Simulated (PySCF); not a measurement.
## InSe⁺: from constants to spectrum

r²SCAN constants of InSe⁺, ³Σ⁻ (triplet), unpaired electrons π ↑↑ (In def2-SVP with ECP28, Se def2-SVP; scalar-relativistic core potentials (PySCF 2.14); masses 114.9039 and 79.9165 u):

| Quantity | Value |
| --- | --- |
| ωe | 100.3 cm⁻¹ |
| ωexe | 0.481 cm⁻¹ |
| Be | 0.035024 cm⁻¹ |
| αe | 0.000197 cm⁻¹ |
| D (centrifugal) | 1.71e-08 cm⁻¹ |
| De to In⁺ + Se | 0.69 eV |

Problem. Give the vibrational terms G(v) and spacings up to v = 6.

Solution. G(v) = ωe(v+½) − ωexe(v+½)².

| v | G(v) (cm⁻¹) | G(v) − G(v−1) | Bv (cm⁻¹) |
| --- | --- | --- | --- |
| 0 | 50.0 |  | 0.03493 |
| 1 | 149.4 | 99.3 | 0.03473 |
| 2 | 247.7 | 98.4 | 0.03453 |
| 3 | 345.2 | 97.4 | 0.03433 |
| 4 | 441.6 | 96.5 | 0.03414 |
| 5 | 537.1 | 95.5 | 0.03394 |
| 6 | 631.6 | 94.5 | 0.03374 |

Problem. How well does the Morse estimate ωe²/(4ωexe) reproduce De, and what is D0?

Solution. It gives 0.65 eV, 94 % of the computed De. D0 = De − G(0) = 0.69 − 0.01 = 0.68 eV.

These are scalar-relativistic numbers at best; spin–orbit coupling would shift them, the dissociation energy most. For an ion De counts to the pair picked by the measured ionisation energies or electron affinities, which need not be the lowest pair at this level. The state was picked by a PBE0 search and need not be the measured ground state.
